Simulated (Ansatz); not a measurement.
Computed with Ansatz (a quantum-chemistry and plane-wave program) with CAM-B3LYP-D3(BJ)/def2-TZVP. No frequencies were computed at this level.

Ansatz 0.2 input:
```yaml
crystal:
  periodic: [false, false, false]
  atoms:
    - { symbol: B, position_ang: [-1.162757, 1.597058, -0.192789] }
    - { symbol: C, position_ang: [-0.83965, 0.115813, 0.101649] }
    - { symbol: C, position_ang: [-1.990644, -0.776956, 0.488821] }
    - { symbol: C, position_ang: [0.393848, -0.442831, 0.04173] }
    - { symbol: C, position_ang: [1.626803, 0.212287, -0.302502] }
    - { symbol: C, position_ang: [2.797105, -0.425128, -0.331914] }
    - { symbol: H, position_ang: [-2.270048, 1.965573, -0.097794] }
    - { symbol: H, position_ang: [-0.344129, 2.36755, -0.510851] }
    - { symbol: H, position_ang: [-2.472067, -0.394482, 1.388243] }
    - { symbol: H, position_ang: [-1.671387, -1.801554, 0.673005] }
    - { symbol: H, position_ang: [-2.740226, -0.781918, -0.301656] }
    - { symbol: H, position_ang: [0.502062, -1.500001, 0.273486] }
    - { symbol: H, position_ang: [1.58088, 1.263197, -0.543351] }
    - { symbol: H, position_ang: [3.714055, 0.075674, -0.591015] }
    - { symbol: H, position_ang: [2.876156, -1.474281, -0.095063] }
basis:
  gaussian: { orbitals: def2-tzvp }
hamiltonian:
  xc: cam_b3lyp
  dispersion: d3bj
relax:
  max_steps: 150
```

Output:

```
Functional definition: CAM-B3LYP
1465 factors; their error is unknown
511 factors; integrals over basis functions are off by at most 9.0e-7 eV
mean field evaluation 1: about -5997.4880 eV, gradient 5.6e1 eV
mean field evaluation 2: about -5999.7643 eV, gradient 4.6e1 eV
mean field evaluation 4: about -6005.0146 eV, gradient 3.0e0 eV
mean field evaluation 8: about -6005.0352 eV, gradient 4.7e-2 eV
mean field evaluation 16: about -6005.0068 eV, gradient 3.8e-4 eV
mean field -6005.00680247 eV, -220.6799296509 hartree, gradient 3.4e-5 eV, S^2 0.000000; 0 other end points of the search recorded, 0 dependent functions left out
reference -6005.00695437 eV, -220.6799352332 hartree; 22, 22 occupied and 218, 218 virtual orbitals, 1465 factors
relax step   1: F+E_penalty+E_count = -6005.25195677 eV  Δ(F+E_penalty+E_count) = +0.000e0 eV  max|allowed force component| = 7.714e-1 eV/Å  Δτ_max = 0.0000 Å  (31 SCF iters, accepted)
these checks for a lower state are left out or cut short: starts, cluster_reference, orbital_swaps, neighbouring_geometries, increment
1465 factors; their error is unknown
511 factors; integrals over basis functions are off by at most 8.8e-7 eV
mean field -6005.03541518 eV, -220.6809811488 hartree, gradient 1.8e-5 eV, S^2 0.000000; 0 other end points of the search recorded, 0 dependent functions left out
reference -6005.03556729 eV, -220.6809867386 hartree; 22, 22 occupied and 218, 218 virtual orbitals, 1465 factors
relax step   2: F+E_penalty+E_count = -6005.28080237 eV  Δ(F+E_penalty+E_count) = -2.885e-2 eV  max|allowed force component| = 2.757e-1 eV/Å  Δτ_max = 0.0701 Å  (33 SCF iters, accepted)
these checks for a lower state are left out or cut short: starts, cluster_reference, orbital_swaps, neighbouring_geometries, increment
1465 factors; their error is unknown
511 factors; integrals over basis functions are off by at most 8.7e-7 eV
mean field evaluation 32: about -6005.0379 eV, gradient 1.8e-5 eV
mean field -6005.03793102 eV, -220.6810736043 hartree, gradient 1.8e-5 eV, S^2 0.000000; 0 other end points of the search recorded, 0 dependent functions left out
reference -6005.03808325 eV, -220.6810791983 hartree; 22, 22 occupied and 218, 218 virtual orbitals, 1465 factors
relax step   3: F+E_penalty+E_count = -6005.28324772 eV  Δ(F+E_penalty+E_count) = -2.445e-3 eV  max|allowed force component| = 1.116e-1 eV/Å  Δτ_max = 0.0170 Å  (34 SCF iters, accepted)
these checks for a lower state are left out or cut short: starts, cluster_reference, orbital_swaps, neighbouring_geometries, increment
1465 factors; their error is unknown
511 factors; integrals over basis functions are off by at most 8.7e-7 eV
mean field -6005.03832067 eV, -220.6810879235 hartree, gradient 1.8e-5 eV, S^2 0.000000; 0 other end points of the search recorded, 0 dependent functions left out
reference -6005.03847290 eV, -220.6810935177 hartree; 22, 22 occupied and 218, 218 virtual orbitals, 1465 factors
relax step   4: F+E_penalty+E_count = -6005.28360565 eV  Δ(F+E_penalty+E_count) = -3.579e-4 eV  max|allowed force component| = 7.875e-2 eV/Å  Δτ_max = 0.0128 Å  (34 SCF iters, accepted)
these checks for a lower state are left out or cut short: starts, cluster_reference, orbital_swaps, neighbouring_geometries, increment
1465 factors; their error is unknown
511 factors; integrals over basis functions are off by at most 8.8e-7 eV
mean field -6005.03876382 eV, -220.6811042090 hartree, gradient 1.8e-5 eV, S^2 0.000000; 0 other end points of the search recorded, 0 dependent functions left out
reference -6005.03891601 eV, -220.6811098019 hartree; 22, 22 occupied and 218, 218 virtual orbitals, 1465 factors
relax step   5: F+E_penalty+E_count = -6005.28406650 eV  Δ(F+E_penalty+E_count) = -4.609e-4 eV  max|allowed force component| = 1.098e-2 eV/Å  Δτ_max = 0.0049 Å  (35 SCF iters, accepted)
these checks for a lower state are left out or cut short: starts, cluster_reference, orbital_swaps, neighbouring_geometries, increment
1465 factors; their error is unknown
511 factors; integrals over basis functions are off by at most 8.8e-7 eV
mean field -6005.03877921 eV, -220.6811047745 hartree, gradient 1.8e-5 eV, S^2 0.000000; 0 other end points of the search recorded, 0 dependent functions left out
reference -6005.03893139 eV, -220.6811103670 hartree; 22, 22 occupied and 218, 218 virtual orbitals, 1465 factors
relax step   6: F+E_penalty+E_count = -6005.28408485 eV  Δ(F+E_penalty+E_count) = -1.835e-5 eV  max|allowed force component| = 4.583e-3 eV/Å  Δτ_max = 0.0015 Å  (34 SCF iters, accepted)
1465 factors; their error is unknown
511 factors; integrals over basis functions are off by at most 8.8e-7 eV
mean field evaluation 64: about -6005.0007 eV, gradient 5.2e0 eV
mean field -6005.03877921 eV, -220.6811047745 hartree, gradient 1.8e-5 eV, S^2 0.000000; 1 other end points of the search recorded, 0 dependent functions left out
reference -6005.03893139 eV, -220.6811103670 hartree; 22, 22 occupied and 218, 218 virtual orbitals, 1465 factors
Total energy: -6005.28423703 eV, -220.6901251831 hartree
Atom 0 at    -1.127851     1.576119    -0.193947 Å, force    -0.002777     0.002403    -0.001734 eV/Å
Atom 1 at    -0.851561     0.097737     0.108020 Å, force    -0.002593    -0.000807     0.001408 eV/Å
Atom 2 at    -2.007383    -0.789046     0.494910 Å, force     0.000440    -0.000517    -0.000051 eV/Å
Atom 3 at     0.386433    -0.435366     0.041083 Å, force     0.000834     0.001689    -0.000425 eV/Å
Atom 4 at     1.625075     0.231644    -0.306343 Å, force    -0.001683     0.002846    -0.000342 eV/Å
Atom 5 at     2.790438    -0.406345    -0.335770 Å, force     0.001164    -0.004583    -0.000316 eV/Å
Atom 6 at    -2.242807     1.994814    -0.113416 Å, force     0.002741    -0.000242    -0.000618 eV/Å
Atom 7 at    -0.268131     2.335321    -0.510036 Å, force    -0.000042    -0.002316     0.002080 eV/Å
Atom 8 at    -2.501634    -0.414456     1.393581 Å, force     0.000253    -0.000072    -0.000287 eV/Å
Atom 9 at    -1.694083    -1.816806     0.683546 Å, force     0.000267     0.000474     0.000160 eV/Å
Atom 10 at    -2.766330    -0.804196    -0.289901 Å, force     0.000485    -0.000351     0.000131 eV/Å
Atom 11 at     0.504402    -1.494226     0.270885 Å, force     0.001538    -0.000100    -0.000343 eV/Å
Atom 12 at     1.583047     1.284961    -0.547266 Å, force     0.000781    -0.000114    -0.000062 eV/Å
Atom 13 at     3.708839     0.101137    -0.596457 Å, force    -0.000876    -0.000053     0.000308 eV/Å
Atom 14 at     2.861547    -1.461291    -0.098892 Å, force    -0.000531     0.001744     0.000093 eV/Å
Dipole moment:     0.150495    -0.217879     0.027829 e Å
```

Cost: about 2.4 core-minutes (a rough figure).
